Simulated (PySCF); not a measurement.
From computed data to an observable: refractive index and permittivity of the vapour

FHSeTe, SMILES F[Te][SeH].

The structure is a stationary point at PBE0-D3(BJ)/def2-TZVP. The def2 effective core potentials stand for the cores of Te; spin–orbit coupling is left out. The values are those of a single conformer.

r2SCAN/def2-TZVPD (PySCF) gives a mean static polarisability of 70.5 bohr³ and a dipole moment of 2.12 D. Take an ideal gas at 298.15 K and 0.1 bar, whether or not the substance is that volatile.

Task: Work out n − 1 in the optical limit and the static ε − 1.

Result: 
Polarisability volume α' = 70.5 × 0.148185 = 10.45 Å³. Number density N = p/kT = 2.43e-6 Å⁻³.
Dilute limit of Lorentz–Lorenz: n − 1 = 2π N α' = 0.00016.
Orientation term of Debye: μ²/(3kT) = 8.098 Å³ × μ²(D²) = 36.39 Å³.
ε − 1 = 4π N (α' + μ²/3kT) = 0.0014. Orientation of the dipole supplies 78 % of the static response; it can't follow optical fields. Vibrational polarisation and dispersion are left out.
